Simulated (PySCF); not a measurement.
Structure problem from calculated spectra and properties.

Elements present: C, H, P and Si. Monoisotopic mass: 91.0138 u (electron mass counted); charge -1.

| Item | Value |
| --- | --- |
| 13C NMR | chemical shifts (computed TMS as zero) by class: 9.2 (2 C) ppm [GIAO PBE0/pcSseg-1] |
| NMR, other nuclei | isotropic shieldings of nuclei other than C and H, by class: 370 (1 Si), 693 (1 P) ppm [GIAO PBE0/pcSseg-1] |
| 1H NMR | chemical shifts (computed TMS as zero) by class: 4.31 (1 H), -0.41 (6 H), -3.18 (1 H) ppm [GIAO PBE0/pcSseg-1] |
| Rotational structure | rotational constants A, B, C: 5.708, 2.784, 2.094 GHz [GFN2-xTB] |
| XPS | Si2p3/2 100.9, P2p3/2 128.6, C1s 285.4 (×2), Si1s 1840.7, P1s 2142.1 eV [ΔSCF SCAN, pcX-2 on the ionised atom, pcseg-1 elsewhere, spin-free X2C, 2p3/2 from a spin–orbit splitting computed afterwards within the 2p shell] |

Gas-phase values; electronic properties from PySCF, density fitting. Levels stand in brackets. Geometry: GFN2-xTB, one conformer, isolated ion. GFN2-xTB frequencies show an imaginary mode (31i cm⁻¹), so this geometry is no minimum at that level. The HOMO energy is positive, so at this level the finite basis confines the outermost electrons. No diffuse functions stand in pcSseg-1, which bears on an anion's orbital energies. NMR values are class means; diastereotopic atoms form classes of their own.

Question: Which formula fits the mass and the elements?

Answer: C2H8PSi (calculated 91.0138). No other formula that holds each of these elements comes within 0.0003 u with a fitting electron parity and a possible valence count.

Question: Propose a structure and show how it fits.

Answer: Numbering: `[CH3:1][SiH:2]([CH3:3])[PH-:4]`. 2 carbons fall into 1 class: Si-methyl carbon [C1/C3] (9.2 ppm, 2 C). Hydrogen classes from least to most shielded: 1 H on an SiH silicon, Si2 (4.31 ppm), 6 H on 2 Si-methyl carbons, C1/C3 (-0.41 ppm), 1 H on a phosphorus bonded to Si and H, P4 (-3.18 ppm). The other shieldings belong to: 370 ppm, SiH silicon [Si2]; 693 ppm, phosphorus bonded to Si and H [P4]. The core levels belong to: Si2p3/2 100.9 eV, SiH silicon [Si2]; P2p3/2 128.6 eV, phosphorus bonded to Si and H [P4]; C1s 285.4 eV, Si-methyl carbon [C1/C3]; Si1s 1840.7 eV, SiH silicon [Si2]; P1s 2142.1 eV, phosphorus bonded to Si and H [P4]. One atom of each topological class was ionised and stands for its class. By its constants the optimised geometry is an asymmetric top. Structure: `C[SiH](C)[PH-]`. The assignments are read from this structure; whether some other isomer fits the data as well wasn't checked.

Conformer computed: `[CH3:1][SiH:2]([CH3:3])[PH-:4]`: H–P4–Si2–C1 56°.
